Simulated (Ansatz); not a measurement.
Ideal-gas functions of CH3GaSe (`[CH2]1[GaH][Se]1`) at 298.15 K and 1 bar, from an Ansatz frequency run at PBE0-D4/def2-TZVP.

Molar mass 163.72 g/mol, point group Cs (symmetry number 1), electronic degeneracy 1, moments of inertia 40.83, 201.102, 238.63 u Å². Harmonic wavenumbers (cm⁻¹, unscaled): 293, 439, 456, 462, 661, 692, 902, 953, 1402, 2086, 3132, 3221.

Use S(trans) = R[1.5 ln M + 2.5 ln T − 1.1517]; rotational temperatures θ = 24.2544 K / I; S(rot) = R[ln(√π/σ · √(T³/θAθBθC)) + 1.5]; for each mode x = 1.438777 ν̃/T, S = R[x/(eˣ − 1) − ln(1 − e⁻ˣ)] and H = RT x/(eˣ − 1); 1 cm⁻¹ = 0.0119627 kJ/mol; R = 8.31446 J/(mol·K).

Question: By hand: the entropy, in J/(mol·K).

Answer: Translation 172.4. Rotation: θ = 0.594, 0.1206, 0.1016 K, giving 108.8. Vibration, mode by mode: 6.09, 3.47, 3.25, 3.18, 1.49, 1.32, 0.58, 0.47, 0.07, 0.00, 0.00, 0.00, in all 19.9. Electronic 0.0. Sum 301.1 J/(mol·K).

Question: By hand: H − E and G − E in kJ/mol, counted from the electronic energy.

Answer: Zero-point energy ½ × 14699 × 0.0119627 = 87.9; thermal vibration 4.1; translation, rotation and pV give 4 RT = 9.9. H − E = 101.9 kJ/mol, and G − E = 101.9 − 298.15 × 301.1/1000 = 12.1 kJ/mol.

Vibration gives 7 % of the entropy.
